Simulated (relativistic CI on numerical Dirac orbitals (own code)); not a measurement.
**Tl67+: sensitivity of the levels to the model**

Base calculation: Dirac-Coulomb-Breit CI, orbitals from a KLI potential per configuration, QED by a radiative potential, unscaled Slater integrals.

Configuration list (outside the closed core [Ne]): 3s2.3p2, 3s2.3p.3d, 3s.3p3, 3s2.3d2, 3p4, 3s.3p2.3d, 3p2.3d2, 3s.3p.3d2, 3p3.3d, 3s2.3d.4s, 3s2.3d.4p, 3s.3p.3d.4s, 3s2.3p.4s, 3p3.4s, 3s.3p.3d.4p, 3p3.4p. Levels of other configurations are missing.

Variants: (1) configuration mixing switched off. Shifts of the energy above 3s2.3p2 3P_0, in eV, for the lowest level and the first level of each name with at least 55 % of one term (blank where a level changes its place among those of its configuration and J or its character, or is not in the variant):

```
          Level     Base    Δ(1)
   3s2.3p2 3P_0     0.00    0.00
   3s2.3p2 3P_1   542.87   +0.46
   3s2.3p2 1D_2   553.31   +0.86
3s2.3p.3d 3F°_2   789.85   -1.30
   3s2.3p2 3P_2  1104.50   +3.29
   3s2.3p2 1S_0  1127.51   +4.86
   3s.3p3 3D°_3  1292.44   +4.94
   3s.3p3 3P°_0  1304.37  +12.73
3s2.3p.3d 3P°_0  1383.86  -11.13
3s2.3p.3d 3F°_4  1471.30   +0.42
3s2.3p.3d 3D°_3  1507.61   -1.86
 3s.3p2.3d 5D_0  1508.00   -1.13
3s2.3p.3d 1P°_1  1519.64   -1.36
 3s.3p2.3d 3G_5  1657.77   -3.43
```

At this charge energies of transitions that change n are usually good to better than 1 %, and those within a shell (Δn = 0) to a few per cent.

Ionisation energy from the two ground configurations alone: base 8258.72 eV. The NIST ASD value (theoretical) is 8260 eV.

LS names give the leading component of a level, which can be under half, so a name can repeat, a term be missing and a line seem to break the LS rules.
